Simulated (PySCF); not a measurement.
## Mn²⁺ (manganese, charge +2) across methods

[Ar] 3d4 4p1, one real determinant (an excited configuration). Computed with PySCF 2.14 in def2-TZVPPD, with no relativity, point nucleus.

| method | E (hartree) | mean ε 3p β (eV) | mean ε 3d α (eV) | mean ε 4p α (eV) | Σ⟨r²⟩ (bohr²) | ⟨S²⟩ |
| --- | --- | --- | --- | --- | --- | --- |
| revPBE | -1149.520 | -76.825 | -33.112 | -17.211 | 22.78 | 8.750 |
| PBE | -1149.372 | -76.863 | -33.172 | -17.236 | 22.77 | 8.750 |
| TPSSh | -1149.649 | -78.373 | -34.263 | -17.431 | 22.79 | 8.751 |
| r2SCAN | -1149.607 | -77.696 | -33.769 | -17.281 | 22.75 | 8.751 |
| LDA | -1147.220 | -76.953 | -33.320 | -17.288 | 22.67 | 8.750 |
| UHF | -1148.59993 | -87.645 | -43.472 | -19.370 | 23.29 | 8.752 |
| M06-2X | -1149.605 | -83.031 | -38.511 | -18.533 | 22.78 | 8.751 |
| PBE0 | -1149.422 | -79.955 | -35.932 | -17.882 | 22.82 | 8.751 |
| r2SCAN0 | -1149.599 | -80.508 | -36.385 | -17.895 | 22.80 | 8.751 |

⟨L²⟩ = 8.00 against 12 for a pure F term, so this real determinant mixes terms.
